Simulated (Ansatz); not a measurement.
Ideal-gas functions of CHF3Se, SMILES `FC(F)(F)[SeH]` at 298.15 K and 1 bar, from an Ansatz frequency run at PBE0-D4/def2-TZVP.

Molar mass 148.97 g/mol, point group Cs (symmetry number 1), electronic degeneracy 1, moments of inertia 90.067, 251.26, 254.066 u Å². Harmonic wavenumbers (cm⁻¹, unscaled): 161, 267, 288, 336, 535, 539, 759, 789, 1130, 1189, 1209, 2456.

Use S(trans) = R[1.5 ln M + 2.5 ln T − 1.1517]; rotational temperatures θ = 24.2544 K / I; S(rot) = R[ln(√π/σ · √(T³/θAθBθC)) + 1.5]; for each mode x = 1.438777 ν̃/T, S = R[x/(eˣ − 1) − ln(1 − e⁻ˣ)] and H = RT x/(eˣ − 1); 1 cm⁻¹ = 0.0119627 kJ/mol; R = 8.31446 J/(mol·K).

Problem. By hand: the entropy, in J/(mol·K).

Solution. Translation 171.3. Rotation: θ = 0.2693, 0.0965, 0.0955 K, giving 113.2. Vibration, mode by mode: 10.62, 6.76, 6.22, 5.15, 2.41, 2.37, 1.02, 0.91, 0.23, 0.18, 0.17, 0.00, in all 36.0. Electronic 0.0. Sum 320.5 J/(mol·K).

Problem. By hand: H − E and G − E in kJ/mol, counted from the electronic energy.

Solution. Zero-point energy ½ × 9658 × 0.0119627 = 57.8; thermal vibration 6.6; translation, rotation and pV give 4 RT = 9.9. H − E = 74.3 kJ/mol, and G − E = 74.3 − 298.15 × 320.5/1000 = -21.3 kJ/mol.

Vibration gives 11 % of the entropy. The sum counts one conformer and one mirror image; others add a mixing term.
